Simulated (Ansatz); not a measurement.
Reaction (atomization): `C[SiH]C#N`• → 2 C• + 4 H• + N• + Si•

Computed with Ansatz on PBE0-D4/def2-TZVP structures; ΔE is electronic, products minus reactants. CCSD(T)/CBS is frozen-core, at the limit of the def2 triple- and quadruple-zeta sets. Functionals use def2-TZVPP. HSE06 is defined as in plane-wave codes. Open shells (•) are unrestricted, without spin–orbit coupling. Spin–orbit coupling would lower the free atoms: a little for C, Si.

```csv
level,ΔE (kcal/mol),difference from CCSD(T)/CBS
PBE-D4,763.0,23.4
revPBE-D4,745.3,5.7
BLYP-D4,748.4,8.8
r2SCAN-D4,743.9,4.3
BHLYP-D4,718.2,-21.4
ωB97X-V,743.5,3.9
ωB97M-V,743.3,3.7
PBE-QIDH,736.4,-3.2
revPBE,734.6,-5.0
BLYP,740.6,1.0
r2SCAN,743.0,3.4
PBE0,741.8,2.2
r2SCANh,736.8,-2.8
HSE06,742.6,3.0
BHLYP,713.8,-25.8
CAM-B3LYP,742.0,2.4
LC-ωPBE,740.2,0.6
HF/def2-SVP,532.1,-207.5
CCSD/def2-SVP,688.5,-51.1
CCSD(T)/def2-SVP,698.5,-41.1
MP2/def2-TZVPP,732.4,-7.2
SCS-MP2/def2-TZVPP,730.4,-9.2
CCSD/def2-TZVPP,706.0,-33.6
CCSD(T)/def2-TZVPP,719.4,-20.2
HF/def2-QZVPP,531.4,-208.2
SCS-MP2/def2-QZVPP,744.1,4.5
CCSD/def2-QZVPP,717.1,-22.5
MP2/CBS(def2),752.3,12.7
CCSD/CBS(def2),724.7,-14.9
HF/cc-pV(D+d)Z,516.2,-223.4
MP2/cc-pV(D+d)Z,689.2,-50.4
CCSD/cc-pV(D+d)Z,665.8,-73.8
CCSD(T)/cc-pV(D+d)Z,676.0,-63.6
CCSD/cc-pV(T+d)Z,704.4,-35.2
CCSD(T)/cc-pV(T+d)Z,717.9,-21.7
MP2/cc-pV(Q+d)Z,744.2,4.6
CCSD(T)/cc-pV(Q+d)Z,731.4,-8.2
HF/CBS(cc),531.9,-207.7
CCSD/CBS(cc),725.3,-14.3
CCSD(T)/CBS(cc),740.2,0.6
CCSD(T)/CBS,739.6,0
```

Largest T1 diagnostic among the species: 0.022.

From r2SCAN to r2SCAN0 (25 % exact exchange), in def2-TZVPP and without D4, ΔE moves by −15.2 kcal/mol: exact exchange takes away binding that semilocal exchange gives to molecules. Leaving LDA and LC-ωPBE aside and taking each functional with its dispersion term where it has one, the values spread over 44.8 kcal/mol, from BHLYP-D4 to PBE-D4. LDA lies +85.5 kcal/mol from PBE without D4, its usual overbinding.

CCSD(T)/CBS has its own doubt, a few kJ/mol and more with outer-core shells, so smaller differences from it don't rank the levels.
